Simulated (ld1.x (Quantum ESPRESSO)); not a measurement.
# Ar, TM: configuration errors across variants

ld1.x (Quantum ESPRESSO) 7.5 input, shortened:

```
&input
   title='Ar', zed=18., rel=1, dft='PBESOL', iswitch=3,
   config='[Ne] 3s2 3p5 3d-2'
 /
 &inputp
   pseudotype=2, tm=.true., lloc=0,
   nlcc=.true., new_core_ps=.true., rcore=0.90
 /
3
3P  2  1   5.00   0.00  1.40  1.40  0.0
3D  3  2  -2.00   0.10  1.30  1.30  0.0
3S  1  0   2.00   0.00  0.90  0.90  0.0
 &test
   configts(1)='3s2 3p5'
 /
```

All-electron excitation energies from the reference (eV): (1) 3s2 3p6 -16.014; (2) 3s2 3p4 28.604; (3) 3s2 3p3 71.126; (4) 3s1 3p6 14.567; (5) 3s2 3p2 128.699; (6) 3s2 3p5.5 -9.487.

Errors AE − PS in meV (a dash: test not solved or not reliable):

| change | (1) | (2) | (3) | (4) | (5) | (6) | bound ghosts |
| --- | --- | --- | --- | --- | --- | --- | --- |
| base | +8.0 | +11 | +67 | -2.8 | +204 | +2.9 | none |
| all radii but the core radius scaled by about 0.76 (s 0.68, p 1.06, d 1.00 bohr) | +17 | +32 | +181 | -3.8 | +530 | +5.7 | not determined |
| all radii but the core radius scaled by about 0.85 (s 0.76, p 1.20, d 1.10 bohr) | +10 | +17 | +99 | -14 | +301 | +3.7 | none |
| all radii but the core radius scaled by about 1.06 (s 0.94, p 1.48, d 1.38 bohr) | +7.5 | +9.7 | +61 | -1.1 | +184 | +2.8 | none |
| all radii but the core radius scaled by about 1.14 (s 1.04, p 1.60, d 1.48 bohr) | +6.7 | +8.0 | +51 | +0.7 | +153 | +2.5 | none |
| all radii but the core radius scaled by about 1.20 (s 1.08, p 1.68, d 1.56 bohr) | +6.5 | +7.2 | +46 | +1.6 | +138 | +2.4 | none |
| all radii but the core radius scaled by about 1.33 (s 1.20, p 1.86, d 1.72 bohr) | +6.3 | +6.4 | +40 | +2.9 | +115 | +2.4 | none |
| all radii but the core radius scaled by about 1.38 (s 1.24, p 1.94, d 1.80 bohr) | +6.3 | +6.2 | +38 | +3.3 | +107 | +2.3 | none |

Problem. Give the same row for: all radii but the core radius scaled by about 0.93 (s 0.84, p 1.30, d 1.20 bohr).

Solution. +8.6, +12, +75, -5.6, +227, +3.1; bound ghosts: none.
